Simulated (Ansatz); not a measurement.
A run of Ansatz (development build ahead of 0.2.0) on doublet K at this shape:

A single K atom.

Its results:

```
Converged                       : yes
Reference energy                : -593.07739 hartree
Correlation energy              : -0.01300 hartree
Total energy                    : -593.09039 hartree
Spin squared of the determinant : 0.750
```

Q: Which input gives this output? Name the method, the orbitals and the basis set, and write the input.

A: ROHF-MP2 in STO-3G.

```yaml
crystal:
  periodic: [false, false, false]
  atoms:
    - { symbol: K, position_ang: [0.0, 0.0, 0.0] }
basis:
  gaussian: { orbitals: STO-3G }
magnetization:
  initial_magnetization: 1
hamiltonian:
  xc: hf
correlation:
  method: mp2
  frozen_orbitals: { K: 5 }
```
